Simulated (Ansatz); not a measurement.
WNCl₄H⁺, that is W(NH)Cl4 with one electron fewer. The state is a doublet with charge 1. Geometry PBE-D4/def2-SVP, that of the neutral singlet; atoms count from 1.

```xyz
7

W    -0.1183    0.2261   -0.2057
N     0.5019   -0.9611    0.8751
H     0.8718   -1.6668    1.5160
Cl    1.7925    1.2178   -1.0885
Cl   -0.3255    2.1162    1.1370
Cl   -2.4255   -0.0070   -0.0132
Cl   -0.2968   -0.9253   -2.2207
```

In the def2 sets W takes a core potential; there is no spin–orbit coupling.

Estimate the Mulliken populations from the PBE0/def2-TZVP orbitals of Ansatz.


```csv
atom,charge (e),spin (α − β),d electrons
W1,1.19,-0.17,3.73
N2,-0.35,0.01,–
H3,0.33,0.00,–
Cl4,-0.04,0.29,–
Cl5,-0.04,0.29,–
Cl6,-0.04,0.29,–
Cl7,-0.04,0.29,–
```
Mulliken values and Mayer orders depend strongly on the basis.

Where does the spin sit?

Summed by element: W -0.17, N 0.01, H 0.00, Cl 1.16, of 1 unpaired in all. Largest on single atoms: Cl5 0.29, Cl7 0.29, Cl6 0.29.

And the Mayer bond orders between bonded heavy atoms (over 0.3)?

W1–N2 2.33 (1.72 Å); W1–Cl4 1.02 (2.33 Å); W1–Cl5 1.01 (2.33 Å); W1–Cl6 1.02 (2.33 Å); W1–Cl7 1.02 (2.33 Å).
